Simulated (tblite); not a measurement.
C6H12N2Si.
Numbering: `[CH:1]1=[N:2][Si@H:3]([NH:4][CH:5]2[CH2:6][CH2:7][CH2:8]2)[CH2:9]1` (hydrogens: H10 on C1; H11 on Si3; H12 on N4; H13 on C5; H14, H15 on C6; H16, H17 on C7; H18, H19 on C8; H20, H21 on C9)

The geometry is computed with GFN2-xTB (gas phase).

What internal coordinates does the optimisation give?

```json
{"bond": "C1=N2", "length (Å)": "1.275"}
{"bond": "N2–Si3", "length (Å)": "1.790"}
{"bond": "Si3–N4", "length (Å)": "1.705"}
{"bond": "N4–C5", "length (Å)": "1.429"}
{"bond": "C5–C6", "length (Å)": "1.546"}
{"bond": "C6–C7", "length (Å)": "1.536"}
{"bond": "C7–C8", "length (Å)": "1.536"}
{"bond": "Si3–C9", "length (Å)": "1.939"}
{"bond": "C1–C9", "length (Å)": "1.492"}
{"bond": "C5–C8", "length (Å)": "1.541"}
{"bond": "C1–H10", "length (Å)": "1.084"}
{"bond": "Si3–H11", "length (Å)": "1.455"}
{"bond": "N4–H12", "length (Å)": "1.009"}
{"bond": "C5–H13", "length (Å)": "1.090"}
{"bond": "C6–H14", "length (Å)": "1.087"}
{"bond": "C6–H15", "length (Å)": "1.088"}
{"bond": "C7–H16", "length (Å)": "1.088"}
{"bond": "C7–H17", "length (Å)": "1.087"}
{"bond": "C8–H18", "length (Å)": "1.088"}
{"bond": "C8–H19", "length (Å)": "1.087"}
{"bond": "C9–H20", "length (Å)": "1.089"}
{"bond": "C9–H21", "length (Å)": "1.088"}
```

A selection of angles:
```json
{"angle": "N2–C1–C9", "degrees": "110.4"}
{"angle": "N2–C1–H10", "degrees": "122.6"}
{"angle": "C9–C1–H10", "degrees": "127.0"}
{"angle": "C1–N2–Si3", "degrees": "93.3"}
{"angle": "N2–Si3–N4", "degrees": "111.6"}
{"angle": "N2–Si3–C9", "degrees": "75.1"}
{"angle": "N2–Si3–H11", "degrees": "117.2"}
{"angle": "N4–Si3–C9", "degrees": "124.6"}
{"angle": "N4–Si3–H11", "degrees": "110.1"}
{"angle": "C9–Si3–H11", "degrees": "114.3"}
{"angle": "Si3–N4–C5", "degrees": "125.7"}
{"angle": "Si3–N4–H12", "degrees": "119.1"}
{"angle": "C5–N4–H12", "degrees": "112.7"}
{"angle": "N4–C5–C6", "degrees": "117.8"}
{"angle": "N4–C5–C8", "degrees": "116.6"}
{"angle": "N4–C5–H13", "degrees": "107.7"}
{"angle": "C6–C5–C8", "degrees": "89.2"}
{"angle": "C6–C5–H13", "degrees": "112.2"}
{"angle": "C8–C5–H13", "degrees": "112.6"}
{"angle": "C5–C6–C7", "degrees": "89.3"}
{"angle": "C5–C6–H14", "degrees": "116.2"}
{"angle": "C5–C6–H15", "degrees": "111.8"}
{"angle": "C7–C6–H14", "degrees": "116.5"}
{"angle": "C7–C6–H15", "degrees": "112.9"}
{"angle": "H14–C6–H15", "degrees": "109.1"}
{"angle": "C6–C7–C8", "degrees": "89.7"}
{"angle": "C6–C7–H16", "degrees": "115.9"}
{"angle": "C6–C7–H17", "degrees": "112.8"}
{"angle": "C8–C7–H16", "degrees": "115.9"}
{"angle": "C8–C7–H17", "degrees": "112.7"}
{"angle": "H16–C7–H17", "degrees": "108.9"}
{"angle": "C7–C8–H18", "degrees": "113.0"}
{"angle": "C7–C8–H19", "degrees": "116.6"}
{"angle": "C5–C8–C7", "degrees": "89.5"}
{"angle": "C5–C8–H18", "degrees": "111.8"}
{"angle": "C5–C8–H19", "degrees": "116.2"}
{"angle": "H18–C8–H19", "degrees": "108.9"}
{"angle": "Si3–C9–H20", "degrees": "119.0"}
{"angle": "Si3–C9–H21", "degrees": "120.0"}
{"angle": "C1–C9–Si3", "degrees": "81.1"}
{"angle": "C1–C9–H20", "degrees": "112.5"}
{"angle": "C1–C9–H21", "degrees": "113.5"}
{"angle": "H20–C9–H21", "degrees": "108.2"}
```

Torsions: C9–C1–N2–Si3 -2° (synperiplanar); C1–N2–Si3–N4 123° (anticlinal); N2–Si3–N4–C5 174° (antiperiplanar); Si3–N4–C5–C6 105° (anticlinal); N4–C5–C6–C7 131° (anticlinal); C5–C6–C7–C8 -12° (synperiplanar); C6–C7–C8–C5 12° (synperiplanar); N2–Si3–C9–C1 -1° (synperiplanar); N2–C1–C9–Si3 2° (synperiplanar); N4–C5–C8–C7 -133° (anticlinal).

The 4-membered ring C5–C6–C7–C8 has internal angles of 89.2° to 89.7° (sum 358°, against 360° for a flat polygon); it is puckered, 0.08 Å rms from its mean plane, widest ring torsion 12°. The C–C distances run from 1.492 Å (C1–C9, drawn single) to 1.546 Å (C5–C6, drawn single), a spread of 0.054 Å. N4 (silicon-bound nitrogen) is almost planar (angles 125.7°, 119.1° and 112.7°, sum 357.5°, 0.12 Å off the plane of its three neighbours). Of the pairs four or more bonds apart, H12···H18 is among the closest relative to their van der Waals radii: 2.42 Å, 101 % of the sum of Bondi's values. Si3 (SiH silicon) has angles from 75.1° to 124.6°. The 2 C–N bonds span 1.275 Å (C1=N2, drawn double) to 1.429 Å (N4–C5, drawn single), a spread of 0.154 Å. The N–Si distances run from 1.705 Å (Si3–N4, drawn single) to 1.790 Å (N2–Si3, drawn single), a spread of 0.085 Å.

Point group: C1 (no symmetry element, even within 0.4 Å). Its GFN2-xTB frequencies are all real (lowest 28 cm⁻¹). The numbers are those of one conformer. 3 starts were optimised and ended at 0.00, 0.00 and 0.71 kcal/mol (GFN2-xTB); the lowest of these is shown.

Time: 1.2 s. Hardware: an Arm Neoverse V1 with one thread (shared host). That covers the optimisation of the geometry.
